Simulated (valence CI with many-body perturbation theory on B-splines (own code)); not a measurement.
# W51+: E2, M1 decay

Calculated by relativistic CI+MBPT: five valence electrons over a frozen Dirac-Fock core [Ar], a basis of 7 s, 7 p, 8 d, 6 f, 4 g, 1 h functions for each j, with the one-electron correlation potential Σ1 (screened to all orders), the two-electron term Σ2, the three-electron term Σ3, Breit, model QED; selected single and double excitations, second order for the rest, scaled by the run's own slope (own B-spline code, finite nucleus).

The last digits are not significant, and no measured levels were compared; by estimate large intervals hold to a few tenths of a per cent, small ones and those within an open d or f shell to about a per cent. Excitations out of the core, of the other parity, are not computed and may begin above about 249 eV (a cautious bound); beyond it only levels of the ground parity were kept, without lifetimes. Only levels of the ground parity were solved; by the run's estimate the other parity begins above the list, which can be wrong where configurations are misplaced.

Lines 51 to 100 of 120 in falling wavelength, among levels below 248.63 eV, chosen from the decays that carry over 1 % of a level's rate. Wavelengths and rates use the calculated energies. Electric multipoles are in the length gauge, E1 and E2 with the static RPA response of the core. Weak lines are less certain than strong ones. Lines between different terms over intervals too small for the method are left out, as are lines whose strength nearly cancels. The highest levels of a list are the least certain.

Levels are named by their leading jj configuration (3d3/2^4 stands for four electrons in 3d with j = 3/2), which in mixed levels can hold well under half, so a name can repeat and another be missing. Letters in brackets count levels of one name in rising energy.

```tsv
λ vac (nm)	Upper	Lower	Type	A (s⁻¹)	Branch %
17.86	(3d3/2 3d5/2^4) J=7/2 [a]	(3d3/2^2 3d5/2^3) J=5/2 [b]	M1	1.23e+06	16.0
17.69	(3d3/2^3 3d5/2^2) J=7/2 [a]	(3d3/2^4 3d5/2) J=5/2	M1	1.62e+06	99.5
17.68	(3d3/2 3d5/2^4) J=5/2 [a]	(3d3/2^2 3d5/2^3) J=7/2 [a]	M1	1.76e+06	15.9
17.66	(3d3/2^2 3d5/2^3) J=13/2	(3d3/2^3 3d5/2^2) J=11/2	M1	5.24e+05	99.9
17.59	(3d3/2^2 3d5/2^3) J=5/2 [c]	(3d3/2^3 3d5/2^2) J=7/2 [b]	M1	1.55e+06	31.7
17.56	(3d3/2 3d5/2^4) J=9/2	(3d3/2^2 3d5/2^3) J=7/2 [b]	M1	7.30e+05	13.5
17.34	(3d3/2^2 3d5/2^3) J=1/2 [a]	(3d3/2^3 3d5/2^2) J=3/2 [a]	M1	3.24e+06	64.4
17.25	(3d3/2^2 3d5/2^3) J=3/2 [b]	(3d3/2^3 3d5/2^2) J=1/2	M1	2.80e+05	15.0
17.23	(3d3/2^3 3d5/2^2) J=3/2 [a]	(3d3/2^4 3d5/2) J=5/2	M1	3.79e+06	100.0
17.08	(3d3/2 3d5/2^4) J=5/2 [b]	(3d3/2^2 3d5/2^3) J=3/2 [b]	M1	1.33e+06	22.2
17.06	(3d3/2 3d5/2^4) J=3/2 [a]	(3d3/2^2 3d5/2^3) J=5/2 [b]	M1	1.15e+06	12.1
17.06	(3d3/2^2 3d5/2^3) J=3/2 [a]	(3d3/2^3 3d5/2^2) J=3/2 [a]	M1	3.36e+06	47.7
17.03	(3d3/2^2 3d5/2^3) J=7/2 [b]	(3d3/2^3 3d5/2^2) J=5/2 [b]	M1	7.34e+04	5.3
16.97	(3d3/2 3d5/2^4) J=9/2	(3d3/2^2 3d5/2^3) J=9/2 [b]	M1	2.20e+06	40.7
16.97	(3d3/2 3d5/2^4) J=5/2 [b]	(3d3/2^2 3d5/2^3) J=5/2 [c]	M1	2.81e+05	4.7
16.81	(3d3/2 3d5/2^4) J=3/2 [a]	(3d3/2^2 3d5/2^3) J=3/2 [a]	M1	3.88e+06	40.7
16.80	(3d3/2^2 3d5/2^3) J=5/2 [b]	(3d3/2^3 3d5/2^2) J=3/2 [a]	M1	5.47e+05	14.1
16.73	(3d3/2^2 3d5/2^3) J=9/2 [b]	(3d3/2^3 3d5/2^2) J=9/2	M1	2.60e+06	56.8
16.54	(3d3/2 3d5/2^4) J=3/2 [a]	(3d3/2^2 3d5/2^3) J=1/2 [a]	M1	2.77e+06	29.1
16.53	(3d3/2^2 3d5/2^3) J=5/2 [c]	(3d3/2^3 3d5/2^2) J=5/2 [b]	M1	1.19e+05	2.4
16.50	(3d3/2 3d5/2^4) J=11/2	(3d3/2^2 3d5/2^3) J=13/2	M1	8.72e+05	14.5
16.47	(3d3/2 3d5/2^4) J=5/2 [b]	(3d3/2^2 3d5/2^3) J=7/2 [b]	M1	9.84e+04	1.6
16.43	(3d3/2^2 3d5/2^3) J=3/2 [b]	(3d3/2^3 3d5/2^2) J=5/2 [b]	M1	9.33e+05	49.8
16.38	(3d3/2^2 3d5/2^3) J=5/2 [b]	(3d3/2^3 3d5/2^2) J=7/2 [a]	M1	1.32e+06	34.0
16.20	(3d3/2^2 3d5/2^3) J=7/2 [b]	(3d3/2^3 3d5/2^2) J=9/2	M1	7.85e+05	56.4
16.18	(3d3/2 3d5/2^4) J=7/2 [a]	(3d3/2^2 3d5/2^3) J=9/2 [a]	M1	2.66e+06	34.6
16.12	(3d3/2^3 3d5/2^2) J=9/2	(3d3/2^4 3d5/2) J=5/2	E2	2.30e+02	9.2
16.10	(3d3/2^2 3d5/2^3) J=7/2 [c]	(3d3/2^3 3d5/2^2) J=7/2 [b]	M1	1.01e+06	40.0
15.95	(3d3/2^2 3d5/2^3) J=7/2 [a]	(3d3/2^3 3d5/2^2) J=5/2 [a]	M1	9.95e+05	24.7
15.90	(3d3/2^2 3d5/2^3) J=1/2 [b]	(3d3/2^3 3d5/2^2) J=1/2	M1	1.55e+06	41.8
15.87	(3d3/2 3d5/2^4) J=11/2	(3d3/2^2 3d5/2^3) J=9/2 [a]	M1	1.05e+06	17.5
15.73	(3d3/2 3d5/2^4) J=5/2 [a]	(3d3/2^2 3d5/2^3) J=5/2 [a]	M1	8.40e+06	75.9
15.68	(3d3/2 3d5/2^4) J=7/2 [a]	(3d3/2^2 3d5/2^3) J=7/2 [a]	M1	2.16e+06	28.1
15.56	(3d3/2^2 3d5/2^3) J=9/2 [b]	(3d3/2^3 3d5/2^2) J=11/2	M1	9.08e+05	19.8
15.47	(3d3/2 3d5/2^4) J=11/2	(3d3/2^2 3d5/2^3) J=11/2	M1	3.48e+06	58.2
15.37	(3d3/2^3 3d5/2^2) J=5/2 [b]	(3d3/2^4 3d5/2) J=5/2	M1	3.89e+04	45.3
15.37	(3d3/2^3 3d5/2^2) J=5/2 [b]	(3d3/2^4 3d5/2) J=5/2	E2	1.29e+03	1.5
15.32	(3d3/2^2 3d5/2^3) J=9/2 [b]	(3d3/2^3 3d5/2^2) J=7/2 [a]	M1	6.60e+05	14.4
15.21	(3d3/2^2 3d5/2^3) J=7/2 [c]	(3d3/2^3 3d5/2^2) J=5/2 [b]	M1	4.68e+05	18.6
14.94	(3d3/2 3d5/2^4) J=5/2 [b]	(3d3/2^2 3d5/2^3) J=5/2 [b]	M1	1.73e+06	28.9
14.87	(3d3/2^2 3d5/2^3) J=7/2 [b]	(3d3/2^3 3d5/2^2) J=7/2 [a]	M1	6.50e+04	4.7
14.81	(3d3/2^2 3d5/2^3) J=5/2 [c]	(3d3/2^3 3d5/2^2) J=3/2 [a]	M1	7.91e+05	16.2
14.74	(3d3/2 3d5/2^4) J=5/2 [b]	(3d3/2^2 3d5/2^3) J=3/2 [a]	M1	5.25e+05	8.8
14.72	(3d3/2^2 3d5/2^3) J=3/2 [b]	(3d3/2^3 3d5/2^2) J=3/2 [a]	M1	5.21e+05	27.8
14.71	(3d3/2^3 3d5/2^2) J=1/2	(3d3/2^4 3d5/2) J=5/2	E2	8.21e+02	3.7
14.70	(3d3/2^2 3d5/2^3) J=3/2 [c]	(3d3/2^3 3d5/2^2) J=3/2 [b]	M1	6.58e+05	44.5
14.56	(3d3/2^3 3d5/2^2) J=7/2 [b]	(3d3/2^4 3d5/2) J=5/2	M1	1.20e+05	96.3
14.54	(3d3/2^2 3d5/2^3) J=7/2 [c]	(3d3/2^3 3d5/2^2) J=9/2	M1	9.89e+05	39.3
14.50	(3d3/2 3d5/2^4) J=9/2	(3d3/2^2 3d5/2^3) J=9/2 [a]	M1	8.37e+04	1.6
14.49	(3d3/2^2 3d5/2^3) J=5/2 [c]	(3d3/2^3 3d5/2^2) J=7/2 [a]	M1	1.55e+06	31.6
```
